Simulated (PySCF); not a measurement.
These 3 structures share the formula C6H12OP2. Method used: PBE0-D3(BJ)/def2-SVP geometry optimisation, gas phase (PySCF). One conformer each; no zero-point energy, no entropy. No frequencies were run at this level. Point groups hold within 0.08 Å.

Task: Order them by energy at this level, lowest first, and give relative energies in kcal/mol.
A. `[CH2:1]=[CH:2][P:3]1(=[O:4])[CH2:5][CH2:6][PH:7][CH2:8][CH2:9]1` with C1–C2–P3–O4 0°, C2–P3–C5–C6 173°, P3–C5–C6–P7 -69°, C5–C6–P7–C8 65°, C6–P7–C8–C9 -65°
B. `[CH3:1]/[CH:2]=[CH:3]/[P@@:4]([CH3:5])(=[O:6])/[CH:7]=[CH:8]/[PH2:9]` with C2–C3–P4–C5 -127°, C3–P4–C7–C8 -124°, C7–C8–P9–H -126° and -30°
C. `[CH2:1]=[CH:2][CH2:3]/[P:4]=[P:5]/[CH2:6][CH2:7][CH2:8][OH:9]` with C1–C2–C3–P4 -112°, C2–C3–P4–P5 9°, P4–P5–C6–C7 0°, P5–C6–C7–C8 -178°, C6–C7–C8–O9 -176°

Result: A (0.0), B (21.2), C (34.5).

As drawn, the lowest has a P=O bond, which the highest lacks; the highest has an O–H bond, which the lowest lacks.

| SMILES | E (Eh) | E rel (kcal/mol) | dipole (D) | point group | A, B, C (MHz) |
| --- | --- | --- | --- | --- | --- |
| C=CP1(=O)CCPCC1 | -992.75450 | 0.0 | 2.54 | Cs | 2482, 772.3, 716.2 |
| C/C=C/[P@@](C)(=O)/C=C/P | -992.72068 | 21.2 | 3.81 | C1 | 1757, 531.0, 463.2 |
| C=CC/P=P/CCCO | -992.69955 | 34.5 | 1.37 | C1 | 3379, 422.3, 385.0 |

Task: How do the relative energies change in single points at PBE0/pcSseg-1 (no added dispersion term) on the same geometries?

Result: 
```
                  SMILES  PBE0-D3(BJ)/def2-SVP (kcal/mol)  PBE0/pcSseg-1 (kcal/mol)  shift
         C=CP1(=O)CCPCC1                              0.0                       0.0    0.0
C/C=C/[P@@](C)(=O)/C=C/P                             21.2                      17.1   -4.1
           C=CC/P=P/CCCO                             34.5                      35.3   +0.8
```

Each column counts from its own lowest isomer. The order is unchanged; the largest shift is 4.1 kcal/mol.
